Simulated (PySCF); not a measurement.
F3H2NbO2, multiplicity 1. Atoms are numbered in the order given.

```xyz
8

Nb     0.0000     0.0000     0.0000
F      1.8635     0.0000     0.0000
F     -0.9318     1.6139     0.0000
F     -0.9318    -1.6139     0.0000
O      0.0000     0.0000     1.8757
H      0.0000     0.0000     2.8354
O      0.0000     0.0000    -1.8757
H      0.0000     0.0000    -2.8354
```

Coordinates come from a r2SCAN-D4/def2-SVP optimisation. A frequency run showed that this geometry is not a minimum. The multiplicity is an assumed one; no other spin state was optimised. The structure was generated by enumeration; whether it is a known compound was not checked. The def2 effective core potentials stand for the cores of Nb; spin–orbit coupling is left out. One conformer was computed; it need not be the lowest.

The numbers are results of HF/def2-TZVP (PySCF), not measurements.

Symmetry labels are those of the subgroup C2v that the program uses (full group D3h).

**Question.** List the valence orbital energies around the gap with their symmetry. (The exact figures need the calculation; the answer reports its results.)

**Answer.** 
```tsv
orbital	symmetry	energy (eV)
HOMO−7	B2	-17.56
HOMO−6	B1	-17.55
HOMO−5	A1	-17.45
HOMO−4	B1	-17.45
HOMO−3	A2	-14.66
HOMO−2	B2	-14.66
HOMO−1	A1	-14.30
HOMO	B1	-14.30
LUMO	A2	1.67
LUMO+1	B2	1.67
LUMO+2	A1	1.98
LUMO+3	B2	2.12
```
